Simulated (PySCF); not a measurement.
Vertical excitations of a molecule C6H15In from TDDFT-LC-ωPBE/def2-SVP in PySCF, as energy in eV (oscillator strength): 4.80 (0.000), 4.86 (0.000), 6.85 (0.269), 6.94 (0.311), 7.78 (0.023), 7.89 (0.014), 8.13 (0.008), 8.15 (0.007), 8.63 (0.023), 8.72 (0.017). Lowest triplet (TDA): 4.52 eV. Geometry: PBE0-D3(BJ)/def2-SVP. The def2 effective core potentials stand for the cores of In; spin–orbit coupling is left out. One conformer was computed; it need not be the lowest.

Task: Which molecule gave these data?
A. CCC[CH2][In]([CH3])[CH3]
B. C[CH2][In]([CH2]C)[CH2]C
C. C[CH](C)[InH][CH](C)C
D. [CH3][In]([CH3])[C](C)(C)C

Result: B, C[CH2][In]([CH2]C)[CH2]C
